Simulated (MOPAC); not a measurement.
MOPAC input (MNDO):

```
MNDO PRECISE GNORM=0.05 LET XYZ UHF MS=0.5 GEO-OK AUX(PRECISION=9) THREADS=1
BBr2

B    -0.63997600 1   -0.46592100 1   -0.04260000 1
Br   -0.74773800 1    1.20691800 1   -0.91323500 1
Br    0.83916300 1   -1.14035800 1    0.91932100 1
```

From the output:

```
                                                       MOPAC v23.2.5 Linux

          FINAL HEAT OF FORMATION =          7.66070 KCAL/MOL =      32.05239 KJ/MOL

          COSMO AREA              =        106.47 SQUARE ANGSTROMS
          COSMO VOLUME            =         90.70 CUBIC ANGSTROMS

          GRADIENT NORM           =          0.00936          =       0.00540 PER ATOM
          IONIZATION POTENTIAL    =          9.561938 EV
          ALPHA SOMO LUMO (EV)    =         -9.562  0.149
          BETA  SOMO LUMO (EV)    =        -11.965 -1.444
          NO. OF ALPHA ELECTRONS  =          9
          NO. OF BETA  ELECTRONS  =          8
          MOLECULAR WEIGHT        =        170.6180         POINT GROUP:  C2v

          MOLECULAR DIMENSIONS (Angstroms)

            Atom       Atom       Distance
           Br     3   Br     2     3.55790
            B     1   Br     3     0.38942
           Br     3   Br     2     0.00000

          SCF CALCULATIONS        =         12

   ATOM   CHEMICAL          X               Y               Z
  NUMBER   SYMBOL      (ANGSTROMS)     (ANGSTROMS)     (ANGSTROMS)

     1       B         -0.32632950  *  -0.23758976  *  -0.02171591  *
     2      Br         -0.84861305  *   1.22874492  *  -0.96692038  *
     3      Br          0.82467439  *  -1.24616841  *   0.96532492  *

                             CARTESIAN COORDINATES

   1    B       -0.326329501    -0.237589764    -0.021715911
   2   Br       -0.848613049     1.228744922    -0.966920383
   3   Br        0.824674388    -1.246168411     0.965324917

           Empirical Formula: B Br2  =     3 atoms

      MOLECULAR POINT GROUP   :   C2v

          ALPHA EIGENVALUES
 -27.09293 -26.86466 -21.09414 -16.01905 -13.49385 -13.46699 -12.21952 -12.20699
  -9.56194   0.14898   0.35462   1.68193

           BETA EIGENVALUES
 -26.34736 -26.09900 -20.17190 -15.00512 -13.24073 -13.16340 -11.97786 -11.96461
  -1.44379   0.75324   0.93570   3.41663

              NET ATOMIC CHARGES AND DIPOLE CONTRIBUTIONS

  ATOM NO.   TYPE          CHARGE      No. of ELECS.   s-Pop       p-Pop
    1          B           0.153244        2.8468     1.64286     1.20390
    2         Br          -0.076625        7.0766     1.98132     5.09531
    3         Br          -0.076619        7.0766     1.98132     5.09530
 DIPOLE           X         Y         Z       TOTAL
 POINT-CHG.    -0.231    -0.169    -0.015     0.287
 HYBRID         0.198     0.144     0.013     0.245
 SUM           -0.034    -0.025    -0.002     0.042

          ATOMIC ORBITAL ELECTRON POPULATIONS

     Atom    s        px        py        pz
    1  B   1.64286   0.37238   0.46968   0.36184
    2 Br   1.98132   1.84868   1.51294   1.73368
    3 Br   1.98132   1.65542   1.72105   1.71883

                    (SZ)    =    0.500000
                    (S**2)  =    0.761148

          ATOMIC ORBITAL SPIN POPULATIONS

    Atom   Total    s     px     py     pz
         Atomic
    1  B  0.3055  0.319  0.027 -0.017 -0.024
    2 Br  0.3472  0.003 -0.002  0.269  0.077
    3 Br  0.3472  0.003  0.202  0.049  0.093

 **********************
 *                    *
 * JOB ENDED NORMALLY *
 *                    *
 **********************

 == MOPAC DONE ==
```

The geometry given is a B3LYP-D3(BJ)/def2-TZVP minimum.
